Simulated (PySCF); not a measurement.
These compounds are isomers of formula C$_{5}$H$_{6}$ClFO$_{2}$.

A. SMILES O=C(O)/C(=C/Cl)CCF
B. SMILES C=C[C@@H](Cl)[C@H](F)C(=O)O
C. SMILES CC(=O)/C=C(\Cl)OCF
D. `[C@]1(OC)(C(=O)Cl)C[C@@H]1F`
E. SMILES CC(=O)O/C=C(\F)CCl

Spectrum 1. 1H NMR (300 MHz, computed): δ 7.57 (m, 1H), 4.32 (m, 2H), 2.25 (s, 3H). 13C{1H} NMR (computed): δ 171.8 (C), 156.6 (C), 129.0 (CH), 48.9 (CH2), 22.6 (CH3).

Spectrum 2. 1H NMR (300 MHz, computed): δ 4.85 (m, 1H), 3.40 (s, 3H), 2.09 (m, 1H), 1.45 (m, 1H). 13C{1H} NMR (computed): δ 182.4 (C), 84.7 (CH), 72.4 (C), 56.7 (CH3), 24.1 (CH2).

Spectrum 3. 1H NMR (300 MHz, computed): δ 7.95 (s, 1H), 6.16 (br s, 1H), 4.90 (m, 2H), 2.85 (m, 2H). 13C{1H} NMR (computed): δ 169.6 (C), 154.5 (CH), 136.2 (C), 85.2 (CH2), 33.3 (CH2).

Spectrum 4. 1H NMR (300 MHz, computed): δ 6.27 (s, 1H), 6.20 (m, 2H), 2.23 (s, 3H). 13C{1H} NMR (computed): δ 195.7 (C), 165.4 (C), 108.7 (CH), 99.8 (CH2), 35.0 (CH3).

Spectrum 5. 1H NMR (300 MHz, computed): δ 7.10 (m, 1H), 6.60 (br s, 1H), 5.77 (m, 1H), 5.76 (m, 1H), 5.32 (m, 1H), 4.53 (m, 1H). 13C{1H} NMR (computed): δ 172.6 (C), 142.0 (CH), 130.1 (CH2), 91.9 (CH), 65.1 (CH).

Theoretical values (PySCF 2.14.0 with density-fitted response routines): GFN2-xTB geometry, PBE0/pcSseg-1 with gauge-including orbitals. Non-relativistic Hamiltonian, rapidly exchanging positions averaged, gas phase, single conformer.

δ = σ(ref) − σ, references computed at the same level: 1H and 13C vs TMS. Splittings of carbon signals by F and P are missing where no couplings were computed. Where no couplings were computed, multiplicities follow the n + 1 count of equivalent neighbours, and m marks all less simple cases (inequivalent or close neighbours, rings, F or P nearby). Acid and N–H amide carbonyl carbons lie up to 10 ppm further downfield in solution (hydrogen bonding). Shifts are as computed. Against solution values, carbons near 30 ppm lie about +3 ppm off and those near 130 ppm about +5 ppm; carbons on Cl a further +6 ppm. Of 1211 compounds with measured shifts, 218 miss one by over three times the rms of a fit or turn the order of signals round; such compounds aren't used in these exercises. Carbons bonded to Cl come out too deshielded. OH and NH positions are gas-phase values without hydrogen bonding to other molecules.

Match each spectrum to its structure.

## Answers

1–E, 2–D, 3–A, 4–C, 5–B.

- Spectrum 1 (E): 5 13C signals; δC 171.8 is an ester carbonyl carbon; δC 129.0 is an alkene carbon bearing oxygen.
- Spectrum 2 (D): 5 13C signals; δC 84.7 is a three-membered-ring carbon; δC 72.4 is a three-membered-ring carbon.
- Spectrum 3 (A): 5 13C signals; δC 169.6 is a carboxylic acid carbon; δC 154.5 is a β carbon of a C=C–C=O unit.
- Spectrum 4 (C): 5 13C signals; δC 195.7 is a ketone carbonyl carbon; δC 165.4 is an alkene carbon bearing oxygen.
- Spectrum 5 (B): 5 13C signals; δC 172.6 is a carboxylic acid carbon; δC 142.0 is an alkene CH.
